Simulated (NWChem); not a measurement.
System meant: C4H6Si; SMILES C#CC(=C)[SiH3]

NWChem input:

```
start job
memory heap 200 mb stack 900 mb global 1100 mb
geometry units angstroms noautosym nocenter noautoz
  C      0.830737     2.389066     0.000000
  C      0.189526     1.360728     0.000000
  C     -0.483293     0.101958     0.000000
  C     -1.829332     0.016273     0.000000
  Si     0.597501    -1.448084     0.000000
  H      1.368549     3.309541     0.000000
  H     -2.460970     0.902039     0.000000
  H     -2.335943    -0.944847     0.000000
  H      1.467749    -1.476445    -1.205070
  H      1.467749    -1.476445     1.205070
  H     -0.290178    -2.642004     0.000000
end
basis spherical
  C library def2-svp
  Si library def2-svp
  H library def2-svp
end
dft
  xc m06-2x
  iterations 150
end
property
  shielding 10 1 2 3 4 5 6 7 8 9 11
end
task dft property
```

End of the output:

```
 Vector   25  Occ=0.000000D+00  E= 7.788026D-02
              MO Center=  6.4D-01, -1.0D+00, -3.5D-11, r^2= 5.2D+00
   Bfn.  Coefficient  Atom+Function         Bfn.  Coefficient  Atom+Function
  ----- ------------  ---------------      ----- ------------  ---------------
    31      1.388273   3 C  s                68     -1.390635   5 Si py
   101     -1.075544  11 H  s                22      0.557273   2 C  py
     3     -0.500261   1 C  s                 7      0.365589   1 C  px
    86     -0.338248   8 H  s                35      0.321095   3 C  px
    59      0.207493   5 Si s                49     -0.202843   4 C  px

 center of mass
 --------------
 x =   0.00964697 y =   0.08194822 z =   0.00000000

 moments of inertia (a.u.)
 ------------------
         630.167050268093          -9.621142038103           0.000000000000
          -9.621142038103         294.625787828937           0.000000000000
           0.000000000000           0.000000000000         903.887011689154

     Multipole analysis of the density
     ---------------------------------

     L   x y z        total         alpha         beta         nuclear
     -   - - -        -----         -----         ----         -------
     0   0 0 0     -0.000000    -22.000000    -22.000000     44.000000

     1   1 0 0     -0.196501      0.064457      0.064457     -0.325415
     1   0 1 0      0.004312     -0.571199     -0.571199      1.146710
     1   0 0 1      0.000000      0.000000      0.000000      0.000000

     2   2 0 0    -26.597288   -100.099151   -100.099151    173.601013
     2   1 1 0      1.710781     -2.388924     -2.388924      6.488628
     2   1 0 1      0.000000      0.000000      0.000000      0.000000
     2   0 2 0    -25.949020   -189.342167   -189.342167    352.735313
     2   0 1 1     -0.000000     -0.000000     -0.000000      0.000000
     2   0 0 2    -30.585858    -20.478806    -20.478806     10.371754

          -----------------------------------------
          Chemical Shielding Tensors (GIAO, in ppm)
          -----------------------------------------

 ------------------------------------------------------------------------
  xm06: d2 not coded                    0
 ------------------------------------------------------------------------
 ------------------------------------------------------------------------
  current input line :
    28: task dft property
 ------------------------------------------------------------------------
 ------------------------------------------------------------------------
 This error has not yet been assigned to a category
 ------------------------------------------------------------------------
 For more information see the NWChem manual at https://nwchemgit.github.io

0: xm06: d2 not coded:Received an Error in Communication
```

Problem. Find the fault in this run and fix the input.

Solution. The program stopped with an error. Cause: this functional's second derivatives, which shieldings need, aren't coded here; the fix takes a hybrid GGA instead. This input runs:
```
start job
memory heap 200 mb stack 900 mb global 1100 mb
geometry units angstroms noautosym nocenter noautoz
  C      0.830737     2.389066     0.000000
  C      0.189526     1.360728     0.000000
  C     -0.483293     0.101958     0.000000
  C     -1.829332     0.016273     0.000000
  Si     0.597501    -1.448084     0.000000
  H      1.368549     3.309541     0.000000
  H     -2.460970     0.902039     0.000000
  H     -2.335943    -0.944847     0.000000
  H      1.467749    -1.476445    -1.205070
  H      1.467749    -1.476445     1.205070
  H     -0.290178    -2.642004     0.000000
end
basis spherical
  * library def2-svp
end
dft
  xc pbe0
  iterations 150
end
property
  shielding 10 1 2 3 4 5 6 7 8 9 11
end
task dft property
```
It converges to -444.90196 Ha (PBE0/def2-SVP, GIAO).
